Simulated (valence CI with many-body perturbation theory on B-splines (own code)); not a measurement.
The numbers below are computed, except where a source is named.
**Run record, I³⁺**

Method: configuration interaction combined with many-body perturbation theory (CI+MBPT): four valence electrons over a frozen Dirac-Fock core [Kr] 4d10, a basis of 6 s, 6 p, 5 d, 3 f, 1 g functions for each j, with the one-electron correlation potential Σ1 (screened to all orders), the two-electron term Σ2, the three-electron term Σ3, Breit, model QED; selected single and double excitations, second order for the rest (own B-spline code, finite nucleus).

Command, and the settings that its task file holds:

```sh
python run_cv.py task.json out
```

```
atom I  Z=53  mass_number=127  rms_radius_fm=4.7500
core [Kr] 4d10
valence 5s2 5p2
avg = 1
basis = S
breit = 1
cap = 10000
capref = 1200
cscale = 1
de = 0.0
dress = 0
ecut = 360
eps = 2e-08
h = 0.27
hh = 1
l2 = 3
lcore = 6
maxit = 60
n2 = 5
natural = 1
nlev = 20
nno = [3, 3, 3, 2, 1]
nroot = 26
nsp = [3, 3, 2, 1, 0]
pt2 = 1
qed = 1
rpa = 1
s1 = 1
s2 = 1
s3 = 1
screen = 1
tol = 2e-05
```

It took 94 s on 1 thread of Arm Neoverse N1, on a shared host.

Log. The first blocks belong to the next ion, which gives the ionisation energy. Fields: 2J, parity (1 odd), roots, reference size, generating configurations, candidates as configurations/state functions, variational space P, stored matrix elements, Davidson steps; e2 is the range of second-order energies in hartree. The first line gives the box (bohr), its intervals, the orbitals and the steps of their self-consistent field. Window is the range of levels sought, series limit the energy at which the first omitted orbital would enter, core excitation an estimate of the first excitation out of the core, left out the lowest levels not solved, and shifts from estimates the range by which levels moved from their first estimate, all in cm⁻¹.

```
rmax 17.7 intervals 64 orbitals 36 references ['5s2 5p2', '5s 5p3', '5s2 5p 5d'] scf 8 t 2.3
2J=1 par=1 roots 2 ref 34 generators 11 cand 1571/2257 P 686/1000 nnz 0 it 0
2J=1 par=1 roots 2 ref 34 generators 34 cand 2080/3033 P 1315/1963 nnz 0 it 6
   second order: generators 72 cand 1829/2648 e2 -0.00001 -0.00001
reference levels 267, estimated 79, window 149286 1/cm; series limit 241143, core excitation 418706
2J=0 par=0 roots 3 ref 18 generators 19 cand 4432/7728 P 2290/3524 nnz 8.4e+05 it 5
2J=0 par=0 roots 3 ref 18 generators 60 cand 11601/21487 P 4435/7496 nnz 2.6e+06 it 6
   second order: generators 157 cand 16793/32532 e2 -0.00007 -0.00004
2J=2 par=0 roots 2 ref 31 generators 19 cand 6156/23550 P 1164/3543 nnz 1.4e+06 it 5
2J=2 par=0 roots 2 ref 31 generators 47 cand 11887/47548 P 2950/10000 nnz 6.7e+06 it 8
   second order: generators 129 cand 17403/81380 e2 -0.00013 -0.00011
2J=4 par=0 roots 3 ref 37 generators 24 cand 7107/37387 P 1042/3539 nnz 1.5e+06 it 7
2J=4 par=0 roots 3 ref 37 generators 64 cand 14156/84767 P 2409/9999 nnz 8e+06 it 9
   second order: generators 162 cand 19593/129008 e2 -0.00034 -0.00019
2J=4 par=1 roots 9 ref 40 generators 46 cand 10274/56463 P 977/3553 nnz 1.4e+06 it 8
2J=4 par=1 roots 9 ref 40 generators 118 cand 17393/103058 P 2472/9999 nnz 8.5e+06 it 9
   second order: generators 265 cand 21133/135911 e2 -0.00058 -0.00009
2J=2 par=1 roots 8 ref 35 generators 46 cand 9088/38511 P 1221/3547 nnz 1.3e+06 it 8
2J=2 par=1 roots 8 ref 35 generators 123 cand 16124/70882 P 3028/10000 nnz 7.3e+06 it 10
   second order: generators 284 cand 21989/106048 e2 -0.00031 -0.00014
2J=6 par=1 roots 4 ref 30 generators 29 cand 8109/54301 P 888/3539 nnz 1.5e+06 it 6
2J=6 par=1 roots 4 ref 30 generators 69 cand 14413/96537 P 2304/9993 nnz 8.9e+06 it 9
   second order: generators 172 cand 18606/135686 e2 -0.00052 -0.00019
2J=0 par=1 roots 4 ref 13 generators 32 cand 6986/12013 P 2036/3073 nnz 7.3e+05 it 5
2J=0 par=1 roots 4 ref 13 generators 87 cand 14200/26013 P 5148/8482 nnz 3.3e+06 it 7
   second order: generators 199 cand 17737/34360 e2 -0.00006 -0.00004
2J=8 par=1 roots 1 ref 17 generators 11 cand 5362/30641 P 808/3362 nnz 1.8e+06 it 5
2J=8 par=1 roots 1 ref 17 generators 25 cand 8937/55401 P 1768/8653 nnz 7.3e+06 it 6
   second order: generators 62 cand 13552/93895 e2 -0.00013 -0.00013
left out: unestimated 217916, estimated 171098, shifts from estimates -45 to 26
operators 7.3
```

The Davidson iterations converged.

No measured levels were compared; by estimate levels hold to about 250 cm⁻¹ or 0.2 % of their energy and the worst to 1 %, as in measured heavy ions of charge 2 to 7; those with d or f electrons hold less well.

- Valence energy: -9.336908 hartree
- Ionisation energy: 40.519 eV (NIST: 40.357 ± 0.025 eV (measured))
- Reference configurations for the orbitals: 5s2 5p2, 5s 5p3, 5s2 5p 5d
- Radial orbitals: 36
- Box radius: 17.7 bohr
- Largest variational space: 10000
- Lowest levels: 5s²5p² ³P_0 0.0, 5s²5p² ³P_1 6803, 5s²5p² ³P_2 10987, 5s²5p² ¹D_2 22578, 5s²5p² ¹S_0 37296, 5s5p³ ⁵S°_2 77549, 5s5p³ ³D°_1 98819, 5s5p³ ³D°_2 99302, 5s5p³ ³D°_3 102129, 5s5p³ ³P°_0 114497, 5s5p³ ³P°_2 114892, 5s5p³ ³P°_1 115331, 5s²5p5d ¹D°_2 123096, 5s²5p5d ³F°_2 131031 cm⁻¹

Names give the largest LS component (configuration and term), which can be under half, so a name can repeat, a term be missing and a line seem to break the LS rules; names also repeat where a configuration has a term twice.
